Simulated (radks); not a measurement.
Results of a calculation; reference values are marked as such.
Question: The technetium ion Tc+, [Kr] 4d5 5s1. Code: a radial shooting solver on a logarithmic mesh with Libxc functionals. Model: non-relativistic Kohn-Sham, PBE, spin-polarised, spherical densities, point nucleus. Every spin shell is full or empty, so the densities are truly spherical. Functionals are evaluated on that one density, not self-consistently. Rank these orbital-free kinetic functionals by their error against the exact value of the orbitals, and give that value: Thomas-Fermi, von Weizsacker, TF + vW/9, TF + vW/5, LC94, Perdew 92, PG1, Ernzerhof.

Answer: Exact: 4204.27 hartree. From best to worst, with 100 (|E| - |E exact|)/|E exact| (equal figures are ties): LC94 +0.08, Ernzerhof -0.36, Perdew 92 -0.66, TF + vW/9 -0.67, TF + vW/5 +3.21, Thomas-Fermi -5.53, PG1 +16.05, von Weizsacker -56.29.
